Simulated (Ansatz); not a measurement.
Reaction (ligand exchange at the Si–O bond): `N[Si](O)(F)F` + `N[SiH2]S` → `N[SiH2]S[Si](N)(F)F` + H₂O

Calculated with Ansatz (gas phase, PBE0-D4/def2-TZVP geometries, no zero-point term in ΔE). CCSD(T)/CBS is the MP2 limit (def2-TZVPP, def2-QZVPP) plus CCSD(T) − MP2 in def2-TZVPP, frozen cores. This one scheme is used for every species. DFT in def2-TZVPP. B3LYP here is the variant with VWN-RPA as its local correlation; programs differ in this. Each species was taken in one conformer, which may not be the lowest.

```json
{"level": "PBE-D4", "ΔE (kcal/mol)": "5.9", "difference from CCSD(T)/CBS": "-3.2"}
{"level": "r2SCAN-D4", "ΔE (kcal/mol)": "9.0", "difference from CCSD(T)/CBS": "-0.1"}
{"level": "B3LYP-D4", "ΔE (kcal/mol)": "8.9", "difference from CCSD(T)/CBS": "-0.2"}
{"level": "ωB97X-V", "ΔE (kcal/mol)": "9.4", "difference from CCSD(T)/CBS": "0.3"}
{"level": "ωB97M-V", "ΔE (kcal/mol)": "9.3", "difference from CCSD(T)/CBS": "0.2"}
{"level": "PBE", "ΔE (kcal/mol)": "8.2", "difference from CCSD(T)/CBS": "-0.9"}
{"level": "r2SCAN", "ΔE (kcal/mol)": "9.7", "difference from CCSD(T)/CBS": "0.6"}
{"level": "B3LYP", "ΔE (kcal/mol)": "12.5", "difference from CCSD(T)/CBS": "3.4"}
{"level": "HF/def2-TZVPP", "ΔE (kcal/mol)": "16.4", "difference from CCSD(T)/CBS": "7.3"}
{"level": "MP2/def2-TZVPP", "ΔE (kcal/mol)": "9.1", "difference from CCSD(T)/CBS": "0.0"}
{"level": "SCS-MP2/def2-TZVPP", "ΔE (kcal/mol)": "10.8", "difference from CCSD(T)/CBS": "1.7"}
{"level": "CCSD(T)/def2-TZVPP", "ΔE (kcal/mol)": "10.4", "difference from CCSD(T)/CBS": "1.3"}
{"level": "HF/def2-QZVPP", "ΔE (kcal/mol)": "16.6", "difference from CCSD(T)/CBS": "7.5"}
{"level": "SCS-MP2/def2-QZVPP", "ΔE (kcal/mol)": "10.2", "difference from CCSD(T)/CBS": "1.1"}
{"level": "HF/CBS(def2)", "ΔE (kcal/mol)": "16.7", "difference from CCSD(T)/CBS": "7.6"}
{"level": "MP2/CBS(def2)", "ΔE (kcal/mol)": "7.8", "difference from CCSD(T)/CBS": "-1.3"}
{"level": "CCSD(T)/CBS", "ΔE (kcal/mol)": "9.1", "difference from CCSD(T)/CBS": "0"}
```

Largest T1 diagnostic among the species: 0.011.

The D4 term adds −3.6 kcal/mol with B3LYP and −2.1 kcal/mol with PBE0; it sums over pairs of atoms, weighted by their polarisabilities, and B3LYP, whose exchange is more repulsive, gets the larger term. From PBE to PBE0 (25 % exact exchange), in def2-TZVPP and without D4, ΔE moves by +1.0 kcal/mol.
